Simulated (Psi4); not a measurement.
**CH3F3Si (SMILES FC(F)(F)[SiH3]): methods side by side**

CH3F3Si: 8 atoms, total charge 0, spin state singlet. SMILES: `FC(F)(F)[SiH3]`. Geometry: optimised at PBE0/def2-TZVP.

```xyz
8

F     0.4588   -0.9863    1.5459
C     0.5947   -0.6402    0.2530
F     0.5030   -1.7728   -0.4667
F     1.8508   -0.1827    0.1016
Si   -0.7233    0.6658   -0.2881
H    -0.5295    1.8649    0.5577
H    -0.4862    0.9645   -1.7182
H    -2.0560    0.0588   -0.0735
```

Each level gives the dipole moment (D). The values are calculated.

| level | kind | program | value (D) | CPU time |
| --- | --- | --- | --- | --- |
| PBE-D4/def2-TZVPP (density fitting) | GGA | Psi4 | 1.91 | 44 s |
| r2SCAN-D4/def2-TZVPP (density fitting) | meta-GGA | Psi4 | 2.04 | 1.8 min |
| B3LYP-D4/def2-TZVPP (density fitting) | global hybrid | Psi4 | 2.18 | 44 s |
| PBE0-D4/def2-TZVPP (density fitting) | global hybrid | Psi4 | 2.14 | 43 s |
| wB97M-V/def2-TZVPP (density fitting) | range-separated hybrid | Psi4 | 2.19 | 2 min |

The values span 1.91 to 2.19 D. Magnitudes only. Times are those of the runs behind each value, whatever else they computed, on shared processors of several kinds: orders of magnitude only.
